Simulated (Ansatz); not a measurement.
A basis-limit estimate, worked out

An elementary step of Si$_{2}$NH$_{8}$Cl, closed shell (SiNH₄Cl ([NH2][SiH2][Cl]) + SiH₄ → Si₂NH₇ ([NH2][SiH2][SiH3]) + HCl; Si–Cl, H–Si broken or loosened, Si–Si, Cl–H formed or tightened). “Start” and “end” are the PBE0-D4/def2-TZVP structures reached by relaxing down either side of its saddle point, with the molecules still in contact.

Ansatz 0.2.0; basis: def2-TZVPP and def2-QZVPP; cores frozen in the correlated methods.

Energies in eV:

| quantity | end | start |
| --- | --- | --- |
| Hartree–Fock, triple zeta (X = 3) | -29838.69347 | -29840.12926 |
| Hartree–Fock, quadruple zeta (X = 4) | -29839.62192 | -29841.06747 |
| MP2 correlation, X = 3 | -18.61651 | -18.45313 |
| MP2 correlation, X = 4 | -20.11188 | -19.95842 |
| CCSD(T) correlation, X = 3 | -21.26922 | -21.00965 |

Task: Work out the step energy at the basis limit: extrapolate Hartree–Fock as E(X) = E∞ + A exp(−7.88 √X) and the MP2 correlation as E(X) = E∞ + B X^−2.97 (the exponents that Neese and Valeev fitted for def2-TZVPP and QZVPP), then add CCSD(T) − MP2 in triple zeta.

Result: Each step is linear, so take the differences first (end − start): Hartree–Fock 1.43579 (X = 3) and 1.44555 (X = 4); MP2 correlation -0.16338 and -0.15346; CCSD(T) correlation -0.25957.
Two points give E∞ = E(4) + w [E(4) − E(3)], with w = 1/(exp(7.88 (2 − √3)) − 1) = 0.1377 for Hartree–Fock and w = 1/((4/3)^2.97 − 1) = 0.7407 for the correlation.
Hartree–Fock: 1.44555 + 0.1377 × 0.00976 = 1.4469 eV.
MP2 correlation: -0.15346 + 0.7407 × 0.00992 = -0.1461 eV.
CCSD(T) − MP2: -0.25957 − (-0.16338) = -0.0962 eV.
Sum: 1.4469 + (-0.1461) + (-0.0962) = 1.2046 eV, or 27.78 kcal/mol. Plain CCSD(T) in triple zeta gives 1.1762 eV, so the larger basis shifts the result by 0.0284 eV.

T1 diagnostic: at most 0.014.

Labels in which every atom is bracketed show which atoms are joined, not bond orders.

For scale, one of the runs: CCSD(T)/def2-TZVPP, 269 basis functions, launched by `ansatz run in.yaml --threads 4 --pin off --events-out ev --progress --plain --max-ram 9574MiB`. The run took 2.9 min on 4 CPU threads of an Intel Xeon (shared host), with 6.3 GiB of host memory at its peak.
